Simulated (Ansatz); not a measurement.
`CCCC#N` + `[SiH3][AsH2]` → `CC[AsH][SiH3]` + `CC#N` at 600 K and 1 bar (substitution at a C–C bond).

Calculated with Ansatz (gas phase, PBE0-D4/def2-TZVP geometries, no zero-point term in ΔE). CCSD(T)/CBS is the MP2 limit (def2-TZVPP, def2-QZVPP) plus CCSD(T) − MP2 in def2-TZVPP, frozen cores. This one scheme is used for every species. For As outer-core shells are correlated without core-valence functions, which leaves a few kJ/mol of doubt a bond. Scalar relativity is left out up to krypton. Each species was taken in one conformer, which may not be the lowest.

| species | CCSD(T)/CBS energy (Eh) | H − E (kJ/mol) | S (J/(mol·K)) |
| --- | --- | --- | --- |
| `CCCC#N` | -211.11677 | 325.9 | 399.9 |
| `[SiH3][AsH2]` | -2527.08228 | 148.3 | 356.1 |
| `CC[AsH][SiH3]` | -2605.60659 | 328.1 | 469.8 |
| `CC#N` | -132.59492 | 150.5 | 286.2 |

H − E and S are ideal-gas, rigid-rotor, harmonic terms from PBE0-D4/def2-TZVP, for one conformer and one mirror image of each species. 1 Eh = 2625.50 kJ/mol, R = 8.31446 J/(mol·K).

Task: By hand: ΔE, ΔH, ΔS and ΔG.

Result: ΔE = (-2605.60659) + (-132.59492) − (-211.11677) − (-2527.08228) = -0.00246 Eh = -6.5 kJ/mol. Δ(H − E) = 328.1 + 150.5 − 325.9 − 148.3 = 4.4, so ΔH = -2.1 kJ/mol. ΔS = 469.8 + 286.2 − 399.9 − 356.1 = 0.0 J/(mol·K). ΔG = -2.1 − 600 × (0.0)/1000 = -2.1 kJ/mol.

Task: By hand: the equilibrium constant, and the temperature at which ΔG would vanish if ΔH and ΔS stayed fixed.

Result: log₁₀ K = −ΔG/(RT ln 10) = 0.2. With ΔH or ΔS at zero there is no such temperature.

The number of gas molecules stays the same, so ΔS is small and ΔH decides. The sign of ΔG lies within the doubt. A doubt of 5 kJ/mol in ΔE shifts log₁₀ K by 0.4 here. Other conformers and mirror images would add mixing entropy, several J/(mol·K) or more a flexible species. Modes under 60 cm⁻¹, often nearly free rotors, make the harmonic entropy too high. These are equilibria of isolated gas molecules and say nothing of rates. Largest T1 diagnostic: 0.012 (customary marks: 0.02 for closed shells, 0.045 for open ones).

ΔS is within the doubt of such terms, so its sign, and with it that verdict, could turn.
